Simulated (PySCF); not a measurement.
Molecular orbitals of LiBi⁺

LDA at R = 3.059 Å; basis Li def2-SVPD, Bi def2-SVPD with ECP60; scalar-relativistic core potentials; PySCF 2.14. State: ⁴Σ⁻ (quartet), unpaired electrons σ ↑, π ↑↑. Only the outer orbitals are listed, counted within each symmetry, core potentials removing the inner ones.

```csv
spin,orbital,occ.,ε (eV),on Li (%),main shells (%)
α,5σ,1,-20.03,0,100 Bi s
α,6σ,1,-10.82,13,85 Bi p
α,3π,1,-9.90,1,98 Bi p
α,3π,1,-9.90,1,98 Bi p
α,7σ,0,-6.29,88,"90 Li s, 8 Bi p"
α,4π,0,-5.20,83,"83 Li p, 14 Bi d"
α,4π,0,-5.20,83,"83 Li p, 14 Bi d"
β,5σ,1,-18.71,0,100 Bi s
β,6σ,0,-9.36,20,"79 Bi p, 13 Li s"
β,3π,0,-8.40,3,96 Bi p
β,3π,0,-8.40,3,96 Bi p
```

Q: Which are the highest filled and the lowest empty level, where do they sit, and how wide is the gap?

A: Highest filled α 3π at -9.90 eV (in %: 98 Bi p); lowest empty β 6σ at -9.36 eV (in %: 79 Bi p, 13 Li s); the gap at LDA is 0.54 eV.

| Property | Result |
| --- | --- |
| bond order (Mayer) | 0.28 |
| ⟨S²⟩ | 3.751 |
| charge on Li (Mulliken, basis-dependent) | 0.84 |
| charge on Li (Löwdin, basis-dependent) | 0.66 |
| dipole moment (positive dipole points towards Bi; it is taken about the centre of mass and depends on that origin) | -10.36 D |
| polarisability along the bond | 62.8 bohr³ |
| polarisability across the bond | 47.1 bohr³ |

These are scalar-relativistic numbers at best; spin–orbit coupling would shift them, the dissociation energy most. The state is the lowest determinant that a PBE0 search found; another state may lie lower at other levels.
